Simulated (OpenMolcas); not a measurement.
**neutral iron: from CASSCF to CASPT2**

```yaml
Program: OpenMolcas 26.06
Basis: ANO-L-VTZP [6s5p3d2f1g]
Scalar_Hamiltonian: non-relativistic, point nucleus
Active_space: 6 electrons in 5 orbitals (3d)
State_averaging: 2S+1 = 5 even, 5 roots; 2S+1 = 3 even, 45 roots; 2S+1 = 1 even, 50 roots (35 in the spin-orbit step)
Spin-orbit_coupling: state interaction with AMFI integrals over the reference wave functions, term energies averaged over their components
```

Methods on the same reference wave functions:
A. CASSCF
B. SS-CASPT2, IPEA 0.25 Eh, imaginary shift 0.1 Eh (closed shells correlated: 3s 3p 4s)
C. MS-CASPT2, IPEA 0.25 Eh, imaginary shift 0.1 Eh (closed shells correlated: 3s 3p 4s)

Energies in cm-1 above 3d6 4s2 5D4, the measured ground level; measured values from NIST Handbook of Basic Atomic Spectroscopic Data.

| Level | A | B | C | Measured |
| --- | --- | --- | --- | --- |
| 3d6 4s2 5D4 | 0.0 | 0.0 | 0.0 | 0.0 |
| 3d6 4s2 5D3 | 432 | 435 | 435 | 416 |
| 3d6 4s2 5D2 | 740 | 739 | 739 | 704 |
| 3d6 4s2 5D1 | 939 | 935 | 935 | 888 |
| 3d6 4s2 5D0 | 1037 | 1031 | 1031 | 978 |
| 3d6 4s2 3H6 | 22010 | 19540 | 19540 | 19390 |
| 3d6 4s2 3H5 | 22237 | 19750 | 19750 | 19621 |
| 3d6 4s2 3H4 | 22411 | 19910 | 19910 | 19788 |
| 3d6 4s2 3P2(1) | 24087 | 18370 | 18370 | 18378 |
| 3d6 4s2 3F4(1) | 25210 | 20720 | 20720 | 20641 |
| 3d6 4s2 3P1(1) | 25348 | 19640 | 19640 | 19552 |
| 3d6 4s2 3F3(1) | 25446 | 20940 | 20940 | 20874 |
| 3d6 4s2 3F2(1) | 25622 | 21090 | 21090 | 21039 |
| 3d6 4s2 3P0(1) | 25887 | 20170 | 20170 | 20038 |
| 3d6 4s2 3G5 | 27807 | 23940 | 23940 | 23784 |
| 3d6 4s2 3G4 | 28207 | 24320 | 24320 | 24119 |
| 3d6 4s2 3G3 | 28389 | 24500 | 24500 | 24339 |
| 3d6 4s2 1I6 | 33115 | 29640 | 29640 | 29313 |
| 3d6 4s2 1G4 | 34911 | 30380 | 30380 | 29799 |
| 3d6 4s2 3D1 | 35995 | 29860 | 29860 | 29320 |
| 3d6 4s2 3D2 | 36028 | 29880 | 29880 | 29357 |
| 3d6 4s2 3D3 | 36143 | 30010 | 30010 | 29372 |
| 3d6 4s2 1S0 | 40575 | 33750 | 33740 |  |
| 3d6 4s2 1D2 | 43480 | 35380 | 35380 | 34637 |

Deviations, from unrounded energies. A percentage is the sum of absolute deviations over the sum of measured energies, with the sign that they share, or ± where signs differ.

| Against measurement | Levels | A | B | C |
| --- | --- | --- | --- | --- |
| mean absolute deviation (cm-1) | 22 | 4100 | 220 | 220 |
| fine structure of the ground term (%) | 4 | +5.4 | +5.1 | +5.2 |
| other terms of the ground configuration (%) | 18 | +20.5 | ±1.1 | ±1.1 |

B, C lie about equally close to measurement and A furthest from it. The largest miss of C in the table is 3d6 4s2 1D2, by +740 cm-1. The ranking rests on the paired levels alone, and a cruder setting can come out closer through cancelling errors.

Between B and C no level of the table moves by more than 5 cm-1.

The two smallest mean deviations differ by little beside CASPT2's spread within terms, so their order carries little weight.

From A to B the spin-free energies of the other terms of 3d6 4s2 shown, above 5D, scale by factors of 0.76 to 0.89, as is usual when dynamic correlation screens the repulsion within a d or f shell.

The lowest spin-free term lies below A's lowest term by 0.510 hartree in B, 0.510 hartree in C.

CASPT2 breaks the degeneracy within a term, and the mean is taken; among the terms shown or strongly mixed into the levels shown the widest spread is 1100 cm-1 (3d6 4s2 1I, C). Some high roots are left out of the spin-orbit mixing, which shifts the levels that they would mix with. With the s shell closed, the reference lacks s² → p², s² → d² and s → d mixing, so excited terms can stand far too high and out of order, with CASPT2 too. Without dynamic correlation excited terms often stand tens of per cent too high (terms of higher spin than the ground term too low), and those without a measured partner can miss by more than the paired ones (holds for A). The CASPT2 spread within a term exceeds the gap to the next term for 3d6 4s2 1I and 3d6 4s2 3D, 3d6 4s2 3D and 3d6 4s2 1G, so the order of their levels is uncertain (holds for C). Measured partners are found by configuration, term and J. A level has none where our copy of the source lacks it or the pairing is in doubt (some pairs that miss far off the trend of their configuration count as doubtful), and it then counts in no deviation. Levels of configurations outside the active space are missing. Levels that lie high or do not pair safely by name in every column are left out.

A number in round brackets counts repeated terms of one configuration in the order of the reference energies.
